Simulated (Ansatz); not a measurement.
Bond stretch in H₆Al₂O₂, singlet. The Al1–H10 bond (Al1 also carries Al, H, O, O; H10 carries nothing else) is stretched with both fragments frozen at the PBE0/def2-SVP optimised geometry.

Methods: RKS-PBE = restricted PBE/cc-pVDZ in Ansatz (a first-principles code); RKS-B3LYP = restricted B3LYP/cc-pVDZ in Ansatz; RKS-PBE0 = Ansatz with restricted PBE0/cc-pVDZ; UKS-PBE = unrestricted PBE/cc-pVDZ (Ansatz); UKS-B3LYP = Ansatz with unrestricted B3LYP/cc-pVDZ; UKS-PBE0 = unrestricted PBE0/cc-pVDZ run with Ansatz; UCCSD(T) = CCSD(T) on UHF/cc-pVDZ, frozen core (Ansatz).

Cost and agreement with UCCSD(T) over the 16 points of the scan, with UCCSD(T) as yardstick. Costs are rough ratios of core time within Ansatz on shared cores, each with its mean field (Kohn-Sham runs search longer for lower solutions than correlated ones do); the miss is the largest difference from UCCSD(T) of the curve after the mean shift, in kcal/mol.

```
level      relative cost  largest difference
---------  -------------  ------------------
RKS-PBE                1                15.0
RKS-B3LYP              2                22.8
RKS-PBE0               2                26.4
UKS-PBE                3                 2.7
UKS-B3LYP              3                 1.2
UKS-PBE0               4                 2.2
```

Costs within a factor of two of each other count as equal.

The restricted form behind RKS-PBE, RKS-B3LYP, RKS-PBE0 keeps the bonding electrons paired and can't separate into open-shell fragments. The unrestricted determinant behind UKS-PBE is spin-contaminated at 3.35 to 4.63 Å (<S²> up to 1.0, against 0.00 for a pure singlet). The unrestricted determinant behind UKS-B3LYP, UKS-PBE0 is spin-contaminated at 2.95 to 4.63 Å (<S²> up to 1.0, against 0.00 for a pure singlet). The unrestricted determinant behind UCCSD(T) is spin-contaminated at 2.63 to 4.63 Å (<S²> up to 1.0, against 0.00 for a pure singlet).
